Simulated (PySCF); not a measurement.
CH$_{8}$Ge$_{2}$Si, AlClGeHN, BGe$_{2}$H$_{9}$Si, CH$_{4}$GeOSi and others (calculated)

All values are calculated (PySCF 2.14.0). Calculation on a computer-drawn molecule: the log of a Hartree-Fock and frozen-core CCSD(T) single point meant for a local Hartree-Fock minimum, with one planted fault or none, to be diagnosed. Offsets are logged minus clean, where the clean run is the same molecule without the fault. The reference is restricted for singlets and unrestricted otherwise, and also for a bond in bohr or an excited solution. Adding or removing an electron swaps singlet and doublet. The excited solution moves the top pair (singlet) or top alpha electron (doublet) to the lowest empty orbital. Highest occupied and lowest empty are orbital energies over both spins, largest force is the largest gradient component, triples share is (T) over the correlation energy, the T1 limit is 0.02 restricted and 0.045 unrestricted, electrons count all cores, a negative frequency is imaginary (commonest isotopes), and the dipole is about the centre of nuclear charge; on germanium a core potential holds 10 electrons, which the energies leave out, and 3d is frozen in MP2 and coupled-cluster steps.

Common to all runs: logged SCF converged yes; possible faults no fault, one electron removed, one electron added, multiplicity raised by two, geometry at a saddle point, SCF held on an excited solution, minimal basis STO-3G, one bond length entered in bohr, all coordinates scaled.

(1) CH$_{8}$Ge$_{2}$Si

Logged structure:
```xyz
12
CH8Ge2Si
Ge    -1.5704    -0.6616    -1.4286
C     -0.7717     0.6548    -0.2546
Si     0.5782     0.4396     0.7572
Ge     1.8385    -1.5933     0.9754
H     -0.7958    -1.9839    -1.3246
H     -1.5385    -0.1931    -2.8905
H     -3.0353    -0.9254    -1.0513
H     -1.2473     1.6337    -0.2528
H      1.0613     1.5583     1.5951
H      2.4511    -1.9943    -0.3667
H      2.9640    -1.3507     1.9865
H      0.9477    -2.7276     1.4826
```

* meant charge: 0
* meant multiplicity: 1
* meant basis: cc-pV(D+d)Z
* meant basis and core potential on germanium: cc-pVDZ-PP ECP10MDF
* logged electrons: 92
* logged basis functions: 123
* logged spin squared: 0
* logged highest occupied: -3.8476 eV
* logged lowest empty: -3.0718 eV
* logged largest force: 0.19376 hartree/bohr
* logged CC converged: no
* logged dipole magnitude: 5.6351 debye
* logged SCF stable within its kind: no
* logged energy HF: -917.80252 hartree
* planted fault: SCF held on an excited solution
* HF energy offset from clean run: 218 kcal/mol

Drawn bonds:
```csv
atom,other atom,order
1,2,1
2,3,2
3,4,1
1,5,1
1,6,1
1,7,1
2,8,1
3,9,1
4,10,1
4,11,1
4,12,1
```

Notes: CCSD not converged.

(2) AlClGeHN

Logged structure:
```xyz
5
AlClGeHN
Cl     1.4413     2.2228    -1.2679
Al     1.5539     1.4572     0.6468
N      1.6498     0.8333     2.1414
Ge     1.8146    -0.0341     3.7131
H      1.0078     2.2313     5.5772
```

* meant charge: 0
* meant multiplicity: 1
* meant basis: cc-pV(D+d)Z
* meant basis and core potential on germanium: cc-pVDZ-PP ECP10MDF
* logged electrons: 70
* logged basis functions: 88
* logged spin squared: 0.8714
* logged highest occupied: -5.6442 eV
* logged lowest empty: 0.59371 eV
* logged largest force: 0.011237 hartree/bohr
* logged T1 diagnostic: 0.043995
* logged D1 diagnostic: 0.21056
* logged triples share: 0.041748
* logged CC converged: yes
* logged dipole magnitude: 4.2862 debye
* logged SCF stable within its kind: yes
* logged energy HF: -1049.77848 hartree
* logged energy CCSD(T): -1050.24829 hartree
* planted fault: one bond length entered in bohr, row 4 of the drawn bonds
* HF energy offset from clean run: 44.64 kcal/mol
* CCSD(T) energy offset from clean run: 53.87 kcal/mol

Drawn bonds:
```csv
atom,other atom,order
1,2,1
2,3,2
3,4,1
4,5,1
```

(3) BGe$_{2}$H$_{9}$Si

Logged structure:
```xyz
13
BGe2H9Si
Ge    -1.2885    -2.4442    -1.1120
B     -0.8358    -0.4117    -1.3012
Si    -1.2218     0.9944     0.1117
Ge     0.7458     1.1838     1.5064
H     -1.6516    -2.8548     0.3216
H     -2.5019    -2.7455    -2.0077
H     -0.1256    -3.3297    -1.5815
H     -0.2794    -0.0744    -2.3103
H     -1.4975     2.3319    -0.4720
H     -2.3631     0.6250     0.9867
H      0.5072     2.2079     2.6215
H      1.9553     1.6373     0.6792
H      1.0881    -0.1654     2.1517
```

- meant charge: 0
- meant multiplicity: 1
- meant basis: cc-pV(D+d)Z
- meant basis and core potential on germanium: cc-pVDZ-PP ECP10MDF
- logged electrons: 91
- logged basis functions: 128
- logged spin squared: 0.7865
- logged highest occupied: -15.292 eV
- logged lowest empty: -7.7644 eV
- logged largest force: 0.042068 hartree/bohr
- logged T1 diagnostic: 0.023385
- logged D1 diagnostic: 0.10985
- logged triples share: 0.02944
- logged CC converged: yes
- logged dipole magnitude: 2.3532 debye
- logged SCF stable within its kind: yes
- logged energy HF: -905.23935 hartree
- logged energy CCSD(T): -905.70085 hartree
- planted fault: one electron removed
- HF energy offset from clean run: 207.1 kcal/mol
- CCSD(T) energy offset from clean run: 217.6 kcal/mol

Drawn bonds:
```csv
atom,other atom,order
1,2,1
2,3,1
3,4,1
1,5,1
1,6,1
1,7,1
2,8,1
3,9,1
3,10,1
4,11,1
4,12,1
4,13,1
```

(4) CH$_{4}$GeOSi

Logged structure:
```xyz
8
CH4GeOSi
C     -2.1587    -1.7477    -0.3698
Ge    -1.3703    -1.5213    -2.2034
Si     0.4955    -0.0625    -1.4651
O      0.2720     1.4218    -1.3317
H     -2.3861    -0.7691     0.0651
H     -1.4576    -2.2519     0.3037
H     -3.0762    -2.3350    -0.4248
H      1.8350    -0.6732    -1.2156
```

* meant charge: 0
* meant multiplicity: 1
* meant basis: cc-pV(D+d)Z
* meant basis and core potential on germanium: cc-pVDZ-PP ECP10MDF
* logged electrons: 65
* logged basis functions: 94
* logged spin squared: 0.764
* logged highest occupied: -1.7446 eV
* logged lowest empty: 6.4142 eV
* logged largest force: 0.031048 hartree/bohr
* logged T1 diagnostic: 0.020401
* logged D1 diagnostic: 0.072383
* logged triples share: 0.03257
* logged CC converged: yes
* logged dipole magnitude: 2.8836 debye
* logged SCF stable within its kind: yes
* logged energy HF: -697.37195 hartree
* logged energy CCSD(T): -697.93792 hartree
* planted fault: one electron added
* HF energy offset from clean run: -21.41 kcal/mol
* CCSD(T) energy offset from clean run: -26.05 kcal/mol

Drawn bonds:
```csv
atom,other atom,order
1,2,1
2,3,1
3,4,2
1,5,1
1,6,1
1,7,1
3,8,1
```

(5) B$_{2}$GeH$_{6}$O

Logged structure:
```xyz
10
B2GeH6O
B      1.3959    -0.3145    -0.9283
Ge     0.1973     0.5617    -2.4184
B     -1.8354     0.8056    -1.8996
O      0.3875    -0.4567    -3.9189
H      1.9664    -1.3671    -1.1165
H      1.5171     0.2371     0.1474
H      0.7459     1.9944    -2.7402
H     -2.7331     0.3910    -2.6054
H     -2.1329     1.3909    -0.8774
H     -0.1779    -0.2013    -4.6491
```

- meant charge: 0
- meant multiplicity: 1
- meant basis: cc-pVDZ
- meant basis and core potential on germanium: cc-pVDZ-PP ECP10MDF
- logged electrons: 56
- logged basis functions: 95
- logged spin squared: 0
- logged highest occupied: -10.376 eV
- logged lowest empty: 0.9284 eV
- logged largest force: 0.010924 hartree/bohr
- logged T1 diagnostic: 0.013682
- logged D1 diagnostic: 0.035021
- logged triples share: 0.023827
- logged CC converged: yes
- logged dipole magnitude: 1.7137 debye
- logged SCF stable within its kind: yes
- logged energy HF: -421.05719 hartree
- logged energy CCSD(T): -421.5695 hartree
- planted fault: all coordinates scaled, by +1.3 %
- HF energy offset from clean run: 0.8677 kcal/mol
- CCSD(T) energy offset from clean run: -0.3423 kcal/mol

Drawn bonds:
```csv
atom,other atom,order
1,2,1
2,3,1
2,4,1
1,5,1
1,6,1
2,7,1
3,8,1
3,9,1
4,10,1
```

(6) BGeH$_{4}$NO

Logged structure:
```xyz
8
BGeH4NO
O     -0.7305     1.7170     0.3817
B     -0.7552     0.3617     0.2229
N      0.0855    -0.5050     0.9622
Ge     1.4013    -1.5058     0.8389
H     -0.0898     1.9869     1.0233
H     -1.5811    -0.0549    -0.5479
H      3.1481    -1.7265    -1.4421
H      1.8187    -2.3649     2.0194
```

- meant charge: 0
- meant multiplicity: 1
- meant basis: cc-pVDZ
- meant basis and core potential on germanium: cc-pVDZ-PP ECP10MDF
- logged electrons: 56
- logged basis functions: 85
- logged spin squared: 1.2363
- logged highest occupied: -9.1587 eV
- logged lowest empty: 0.54223 eV
- logged largest force: 0.027899 hartree/bohr
- logged T1 diagnostic: 0.058348
- logged D1 diagnostic: 0.25117
- logged triples share: 0.036095
- logged CC converged: yes
- logged dipole magnitude: 3.2895 debye
- logged SCF stable within its kind: yes
- logged energy HF: -449.63988 hartree
- logged energy CCSD(T): -450.2044 hartree
- planted fault: one bond length entered in bohr, row 6 of the drawn bonds
- HF energy offset from clean run: 56.39 kcal/mol
- CCSD(T) energy offset from clean run: 67.46 kcal/mol

Drawn bonds:
```csv
atom,other atom,order
1,2,1
2,3,1
3,4,2
1,5,1
2,6,1
4,7,1
4,8,1
```

Notes: T1 above single-reference limit.

(7) Cl$_{2}$GeHN

Logged structure:
```xyz
5
Cl2GeHN
N      0.5013    -0.1592     0.3451
Ge     0.9579    -1.1791     1.5883
Cl     2.8681    -1.8898     2.2045
Cl    -0.4617    -2.0236     2.9004
H      2.0164     0.4356    -0.6599
```

* meant charge: 0
* meant multiplicity: 1
* meant basis: cc-pV(D+d)Z
* meant basis and core potential on germanium: cc-pVDZ-PP ECP10MDF
* logged electrons: 74
* logged basis functions: 88
* logged spin squared: 1.0437
* logged highest occupied: -9.5235 eV
* logged lowest empty: 1.3013 eV
* logged largest force: 0.042437 hartree/bohr
* logged T1 diagnostic: 0.059157
* logged D1 diagnostic: 0.25332
* logged triples share: 0.040272
* logged CC converged: yes
* logged dipole magnitude: 1.2982 debye
* logged SCF stable within its kind: yes
* logged energy HF: -1267.3197 hartree
* logged energy CCSD(T): -1267.89218 hartree
* planted fault: one bond length entered in bohr, row 4 of the drawn bonds
* HF energy offset from clean run: 76.54 kcal/mol
* CCSD(T) energy offset from clean run: 85.23 kcal/mol

Drawn bonds:
```csv
atom,other atom,order
1,2,2
2,3,1
2,4,1
1,5,1
```

Notes: T1 above single-reference limit.

(8) AlClGeH$_{3}$O

Logged structure:
```xyz
7
AlClGeH3O
O      2.2410    -0.3474     0.9113
Al     0.6226    -0.2209     0.4906
Cl    -0.7531    -1.6460     1.2315
Ge    -0.0848     1.4770    -1.0927
H      2.6788    -0.9806     1.4560
H      0.7805     2.7253    -1.2756
H     -1.5668     1.8527    -1.1549
```

* meant charge: 0
* meant multiplicity: 2
* meant basis: cc-pV(D+d)Z
* meant basis and core potential on germanium: cc-pVDZ-PP ECP10MDF
* logged electrons: 74
* logged basis functions: 98
* logged spin squared: 0
* logged highest occupied: -1.0022 eV
* logged lowest empty: 7.1292 eV
* logged largest force: 0.048486 hartree/bohr
* logged T1 diagnostic: 0.013563
* logged D1 diagnostic: 0.044472
* logged triples share: 0.024469
* logged CC converged: yes
* logged dipole magnitude: 4.5771 debye
* logged SCF stable within its kind: yes
* logged energy HF: -1071.54692 hartree
* logged energy CCSD(T): -1072.08942 hartree
* planted fault: one electron added
* HF energy offset from clean run: -4.563 kcal/mol
* CCSD(T) energy offset from clean run: -22.9 kcal/mol

Drawn bonds:
```csv
atom,other atom,order
1,2,1
2,3,1
2,4,1
1,5,1
4,6,1
4,7,1
```

(9) AlGeH$_{4}$

Logged structure:
```xyz
6
AlGeH4
Al    -1.7638     0.9172    -0.1771
Ge    -1.4705     2.9089     1.2250
H     -2.8000     0.8172    -1.4221
H     -0.9863    -1.9266     0.6681
H     -1.3281     4.1158     0.2177
H      0.0053     2.8208     1.7779
```

- meant charge: -1
- meant multiplicity: 1
- meant basis: aug-cc-pV(D+d)Z
- meant basis and core potential on germanium: aug-cc-pVDZ-PP ECP10MDF
- logged electrons: 50
- logged basis functions: 100
- logged spin squared: 0.7625
- logged highest occupied: -2.4613 eV
- logged lowest empty: 3.2264 eV
- logged largest force: 0.015232 hartree/bohr
- logged T1 diagnostic: 0.092354
- logged D1 diagnostic: 0.30988
- logged triples share: 0.042838
- logged CC converged: yes
- logged dipole magnitude: 4.6056 debye
- logged SCF stable within its kind: yes
- logged energy HF: -537.52871 hartree
- logged energy CCSD(T): -537.77366 hartree
- planted fault: one bond length entered in bohr, row 3 of the drawn bonds
- HF energy offset from clean run: 54.2 kcal/mol
- CCSD(T) energy offset from clean run: 53.08 kcal/mol

Drawn bonds:
```csv
atom,other atom,order
1,2,1
1,3,1
1,4,1
2,5,1
2,6,1
```

Notes: T1 above single-reference limit.

(10) AlClGeH$_{3}$

Logged structure:
```xyz
6
AlClGeH3
Cl    -2.0933    -1.7760     0.0000
Al    -1.3706     0.1526     0.0000
Ge     1.2411     0.0544     0.0000
H     -2.0110     1.5602     0.0000
H      2.1889     1.2500     0.0000
H      2.0448    -1.2411     0.0000
```

- meant charge: 1
- meant multiplicity: 1
- meant basis: cc-pV(D+d)Z
- meant basis and core potential on germanium: cc-pVDZ-PP ECP10MDF
- logged electrons: 64
- logged basis functions: 84
- logged spin squared: 0
- logged highest occupied: -16.113 eV
- logged lowest empty: -6.1949 eV
- logged largest force: 1.394e-05 hartree/bohr
- logged lowest frequency: -99.818 cm⁻¹
- logged T1 diagnostic: 0.012423
- logged D1 diagnostic: 0.031374
- logged triples share: 0.022784
- logged CC converged: yes
- logged dipole magnitude: 4.1115 debye
- logged SCF stable within its kind: yes
- logged energy HF: -996.33959 hartree
- logged energy CCSD(T): -996.65781 hartree
- planted fault: geometry at a saddle point
- HF energy offset from clean run: 1.3 kcal/mol
- CCSD(T) energy offset from clean run: 1.248 kcal/mol

Drawn bonds:
```csv
atom,other atom,order
1,2,1
2,3,1
2,4,1
3,5,1
3,6,1
```
